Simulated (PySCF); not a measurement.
CaH2O2. Atoms are numbered in the order given.

```xyz
5

Ca     0.0000     0.0000     0.0197
O      0.0000     2.0384    -0.0190
O      0.0000    -2.0384    -0.0190
H      0.0000     2.9931    -0.0455
H      0.0000    -2.9931    -0.0455
```
Charge 0, spin multiplicity 1.

Geometry optimised at B3LYP-D3(BJ)/def2-TZVP. The values are those of a single conformer.

The numbers are results of HF/def2-TZVPD (PySCF), not measurements.

Symmetry labels are those of the subgroup C2v that the program uses (full group C2v).

**Question.** List the valence orbital energies around the gap with their symmetry. (Estimate from the structure and the level; the computed values follow.)

**Answer.** 
```
orbital  symmetry  energy (eV)
-------  --------  -----------
HOMO−7         A1       -32.89
HOMO−6         B2       -31.58
HOMO−5         A1       -16.29
HOMO−4         B2       -15.01
HOMO−3         A2       -11.45
HOMO−2         B2       -11.45
HOMO−1         A1       -11.17
HOMO           B1       -11.17
LUMO           A1         0.47
LUMO+1         B1         1.34
LUMO+2         A1         1.34
LUMO+3         B2         1.67
```
